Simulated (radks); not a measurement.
Problem. These are the eigenvalues of the occupied orbitals of an atom or ion with whole-number occupations (hartree). Calculated with a radial shooting solver on a logarithmic mesh with Libxc functionals: scalar-relativistic Kohn-Sham, PBE, spin-polarised, spherical densities, finite nucleus; Fermi nuclear charge, rms radius of each element as measured or else 0.836 A^(1/3) + 0.57 fm.

1s up: -431.0368
1s down: -431.0334
2s up: -54.99149
2s down: -54.99012
2p up: -48.26420
2p down: -48.26133
3s up: -7.34883
3s down: -7.34454
3p up: -5.26820
3p down: -5.26321
3d up: -1.85015
3d down: -1.84209
4s up: -0.88511
4s down: -0.81621
4p up: -0.51740

Which element is it, and in what charge state? The configuration may be excited. Open shells, if any, are filled with parallel spins first.

Solution. Z = 33, arsenic, charge +1: As+ in [Ar] 3d10 4s2 4p2. The list shows which subshells hold electrons but not how many an open one holds; the 1s level, -431.04 hartree, gives Z - s = 29.4 by -(Z - s)^2/2, which with screening and relativity narrows Z to a few neighbours, and the depths of the outer levels then fix element, charge and occupations together.
